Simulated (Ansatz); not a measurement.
C₃H₉ClO₃Zr (`CC(C)[O][Zr]([OH])([OH])[Cl]`), 17 atoms. Total charge 0; spin multiplicity 1. Correlated methods include outer-core shells of Zr, which these sets cover unevenly. Zr: def2 effective core potential. Hardware: A = 2 threads of an AMD EPYC 7R13 on a shared host and a share of an NVIDIA H100 80 GB; B = 2 threads of an AMD EPYC 7R13 on a shared host. Correlated methods freeze the cores.

Task: Give the basis size and wall time and peak host memory of each of these runs in Ansatz. RKS PBE0-D4/def2-QZVPP energy [A]; RHF-CCSD(T)/def2-SVP energy [A]; RKS ωB97M-V/def2-QZVPP energy [A]; RHF-MP2/def2-QZVPP energy [A]; direct RPA on PBE orbitals/def2-TZVPP energy [A]; RKS BLYP-D4/def2-TZVPP energy [A]; RKS PBE0-D4/def2-TZVP relaxation (68 steps) [A]; RKS ωB97M-V/def2-SVP energy [B]; RHF-CCSD(T)/def2-TZVPP energy [A]; RKS ωB97X-V/def2-TZVPP energy [A]; RKS r2SCAN-D4/def2-TZVPP energy and forces [A]; RKS PBE0-D4/def2-SVP energy [B]. (Best estimate.)

Result: The calculation gave: Other jobs shared the machine, so times are rough.

| level | job | functions | wall time | peak host memory (GiB) |
| --- | --- | --- | --- | --- |
| RKS BLYP-D4/def2-TZVPP | energy [A] | 410 | 4.9 s | 0.95 |
| RHF-CCSD(T)/def2-SVP | energy [A] | 178 | 5.5 s | 0.83 |
| RKS ωB97X-V/def2-TZVPP | energy [A] | 410 | 6.5 s | 1.1 |
| RKS PBE0-D4/def2-SVP | energy [B] | 178 | 6.5 s | 0.71 |
| RKS r2SCAN-D4/def2-TZVPP | energy and forces [A] | 410 | 7 s | 1 |
| RKS PBE0-D4/def2-QZVPP | energy [A] | 763 | 7.5 s | 1.3 |
| RHF-MP2/def2-QZVPP | energy [A] | 763 | 7.5 s | 1.4 |
| direct RPA on PBE orbitals/def2-TZVPP | energy [A] | 410 | 9.5 s | 1.9 |
| RKS ωB97M-V/def2-QZVPP | energy [A] | 763 | 14 s | 1.5 |
| RKS ωB97M-V/def2-SVP | energy [B] | 178 | 20 s | 0.93 |
| RHF-CCSD(T)/def2-TZVPP | energy [A] | 410 | 30 s | 1.8 |
| RKS PBE0-D4/def2-TZVP | relaxation (68 steps) [A] | 317 | 3 min | 1 |
